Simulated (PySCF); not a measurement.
Bi(H)2(NMe2), SMILES C[N](C)[BiH2] (C₂H₈BiN), singlet, CAM-B3LYP/def2-SVP optimised geometry. Atoms within 1.6 Å of the plane z = 0.6 Å (x, y, z in Å): Bi1 (-1.85, -0.80, 0.00), H2 (-2.07, 1.00, 0.00), H3 (-1.91, -0.80, 1.79), N4 (0.32, -0.80, 0.00), C5 (0.99, 0.11, 0.89), H7 (2.07, -0.16, 0.96), H8 (0.94, 1.17, 0.58), H9 (0.57, 0.05, 1.91).

Calculation: CAM-B3LYP/def2-TZVP, def2 effective core potentials past Kr (PySCF 2.14.0). The core electrons that the potentials of Bi replace are not part of the density. Cells within 0.4 Å of a nucleus heavier than hydrogen are left out (blank, or x).

Map of the deformation density (molecule minus spherical neutral atoms) (e/bohr³) on the plane z = 0.6 Å:

```
|111111111111111111111111111|
|111111111111111111111111111|
|111111111111111111111111111|
|111111111111111111111111111|
|111111111111111111111111111|
|111111111111111000111111111|
|111111111111100000001111111|
|111111111110000000000111111|
|111111000100000000000011111|
|111111111100000121000001111|
|110011111100001593000001111|
|100001111100001583100000111|
|0000001110000002x2210000111|
|0000000000000013x3420000111|
|000000000000003621320000111|
|000000000000101310000000111|
|000000000000112200000000111|
|000000100000122110000001111|
|000000110000111110000011111|
|100000000000011110000111111|
|100000000000011111001111111|
|110000000000011111111111111|
|111000000000011111111111111|
|111110000000111111111111111|
|111111111111111111111111111|
|111111111111111111111111111|
|111111111111111111111111111|
```
Scale: ten equal steps from -0.012 (start of '0') to 0.104 (end of '9'), in the order '0123456789'; x runs from -4.50 to 4.50, y from -4.50 (bottom) to 4.50 (top).
